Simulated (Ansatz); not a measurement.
A search over several starts for the lowest SCF solution of La2O2⁺ at the given spin, in a small basis.

```yaml
crystal:
  periodic: [false, false, false]
  atoms:
    - {symbol: La, position_ang: [0.119262, 1.568540, -0.459636]}
    - {symbol: La, position_ang: [-0.120144, -1.568645, 0.459141]}
    - {symbol: O, position_ang: [-0.712767, 0.383017, 1.121943]}
    - {symbol: O, position_ang: [0.713638, -0.382902, -1.121437]}
basis:
  gaussian: {orbitals: def2-SVP}
total_charge: 1
magnetization: {spin_polarized: true, initial_magnetization: 1}
hamiltonian: {xc: pbe0, dispersion: d4}
output: {orbitals: {seedname: orbitals}}
```

```sh
$ ansatz run in.yaml --threads 4 --pin off --events-out ev --progress --plain --max-ram 3916MiB
```

It prints (some lines left out):

```
Functional definition: PBE0
932 factors; their error is unknown
mean field evaluation 1: about -5757.2466 eV, gradient 1.1e2 eV
mean field evaluation 2: about -5306.5544 eV, gradient 2.3e2 eV
mean field evaluation 4: about -5803.8434 eV, gradient 1.3e1 eV
mean field evaluation 8: about -5804.6201 eV, gradient 1.7e-1 eV
mean field evaluation 16: about -5804.6207 eV, gradient 1.9e-4 eV
mean field -5804.62065000 eV, -213.3158743744 hartree, gradient 2.3e-5 eV, S^2 0.752019; 4 other end points of the search recorded, 0 dependent functions left out
reference -5804.62069204 eV, -213.3158759192 hartree; 19, 18 occupied and 73, 74 virtual orbitals, 932 factors
Total energy: -5804.72014035 eV, -213.3195305773 hartree
```

Hardware: 4 threads of AMD EPYC 9B45 on a shared host. Wall time 1.2 s.

In the def2 sets La takes a core potential; there is no spin–orbit coupling. The structure comes from a short search, and lower isomers may exist.
